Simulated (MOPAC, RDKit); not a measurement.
Relaxed torsion scan: SMILES OB(O)[SiH2][SiH3]. Scanned: dihedral O1–B2–Si4–Si5; all other coordinates were relaxed at B3LYP-D3(BJ)/def2-SVP. Points at φ and −φ are mirror images. Heavy atoms are numbered in the order of the SMILES OB(O)[SiH2][SiH3], hydrogens after them in the order of the atoms that carry them; the mirror image has the same energies with the sign of each dihedral reversed.

Computed with: UFF // B3LYP-D3(BJ)/def2-SVP (RDKit); PM6, restricted, heats of formation // B3LYP-D3(BJ)/def2-SVP (MOPAC); AM1, restricted, heats of formation // B3LYP-D3(BJ)/def2-SVP (MOPAC).

Energies in kJ/mol, each method relative to its own lowest point.

```json
[
 {"φ / °": "-150", "UFF": "4.96", "PM6": "0.49", "AM1": "3.38"},
 {"φ / °": "-120", "UFF": "0.00", "PM6": "1.73", "AM1": "0.86"},
 {"φ / °": "-90", "UFF": "3.71", "PM6": "2.51", "AM1": "0.00"},
 {"φ / °": "-60", "UFF": "0.06", "PM6": "1.77", "AM1": "0.77"},
 {"φ / °": "-30", "UFF": "5.14", "PM6": "0.51", "AM1": "3.47"},
 {"φ / °": "0", "UFF": "1.49", "PM6": "0.07", "AM1": "5.29"},
 {"φ / °": "30", "UFF": "5.14", "PM6": "0.51", "AM1": "3.47"},
 {"φ / °": "60", "UFF": "0.06", "PM6": "1.77", "AM1": "0.77"},
 {"φ / °": "90", "UFF": "3.71", "PM6": "2.51", "AM1": "0.00"},
 {"φ / °": "120", "UFF": "0.00", "PM6": "1.73", "AM1": "0.86"},
 {"φ / °": "150", "UFF": "4.96", "PM6": "0.49", "AM1": "3.38"},
 {"φ / °": "180", "UFF": "1.20", "PM6": "0.00", "AM1": "5.03"}
]
```
